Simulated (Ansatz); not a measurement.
The same molecule with X = V, Nb, Ta. Ansatz, PBE0-D4/def2-TZVP geometries, multiplicity 1. Each molecule was computed in one conformer, which needn't be the lowest.

Elements past krypton have def2 core potentials. Scalar relativity is left out up to krypton.

```csv
X,molecule,mean X–Cl bond length / Å,mean X–O bond length / Å,LUMO energy (PBE0/def2-TZVPP) / eV,size of the dipole moment (PBE/def2-TZVPP) / D,HOMO–LUMO gap (PBE0/def2-TZVPP) / eV
V,`[O]=[V]([OH])([Cl])[Cl]`,2.143,1.640,-3.79,2.17,5.57
Ta,`[O]=[Ta]([OH])([Cl])[Cl]`,2.297,1.797,-2.26,3.31,7.19
```

Problem. Give the row for X = Nb, `[O]=[Nb]([OH])([Cl])[Cl]`. (Estimate.)

Solution. Ansatz gave: 
```
 X                    molecule  mean X–Cl bond length / Å  mean X–O bond length / Å  LUMO energy (PBE0/def2-TZVPP) / eV  size of the dipole moment (PBE/def2-TZVPP) / D  HOMO–LUMO gap (PBE0/def2-TZVPP) / eV
Nb  `[O]=[Nb]([OH])([Cl])[Cl]`                      2.291                     1.777                               -2.55                                            2.39                                  6.91
```

From V to Ta the mean X–Cl bond length rises at each step, by 0.154 Å in all; the mean X–O bond length rises at each step, by 0.157 Å in all; the LUMO energy (PBE0/def2-TZVPP) rises at each step, by 1.53 eV in all; the HOMO–LUMO gap (PBE0/def2-TZVPP) rises at each step, by 1.62 eV in all. Dipoles are sizes alone, and their direction can turn along the series.
